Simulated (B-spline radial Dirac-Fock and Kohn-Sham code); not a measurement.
**Binding energies of W²⁸⁺ at several levels of theory**

System: tungsten as W²⁸⁺, [Kr] 4d10.

The density-functional columns are spherical, spin-unpolarised Dirac-Kohn-Sham results without Breit or QED terms: −ε is minus the orbital energy of the initial state and ΔSCF the difference of two total energies. The reference in the last column comes from Dirac-Fock ΔSCF + Breit + QED. All numbers are from a radial finite-basis atomic code, in eV; a selection of levels is shown. The Kohn-Sham columns are given as differences from the reference. For the 1s level of heavy atoms much of the gap between ΔSCF and the reference is the Breit and QED part, -349.7 eV here; for other levels the error of the functional can be larger.

```csv
level,LDA −ε − DF,LDA ΔSCF − DF,Dirac-Fock
1s,-238.9,+336.7,70515.6
2s,-183.3,-60.4,13111.8
2p1/2,-135.8,+16.2,12545.8
2p3/2,-149.9,-16.3,11210.0
3s,-102.4,-52.9,3833.6
3p1/2,-84.3,-32.3,3584.9
3p3/2,-82.9,-34.3,3289.5
3d3/2,-60.9,-5.6,2877.7
3d5/2,-62.0,-7.9,2815.1
4s,-51.7,-25.5,1512.4
4p1/2,-41.9,-15.7,1405.0
4p3/2,-41.8,-16.8,1323.3
4d3/2,-23.9,+1.2,1144.6
4d5/2,-24.2,+0.5,1128.2
```

For the outermost level NIST gives 1132.2 ± 1.4 eV (semi-empirical); the differences from it are LDA −ε -28.20, LDA ΔSCF -3.42, Dirac-Fock -3.96 eV.

Values without a named source are computed, but for edge energies of neutral atoms, which are taken from tables.
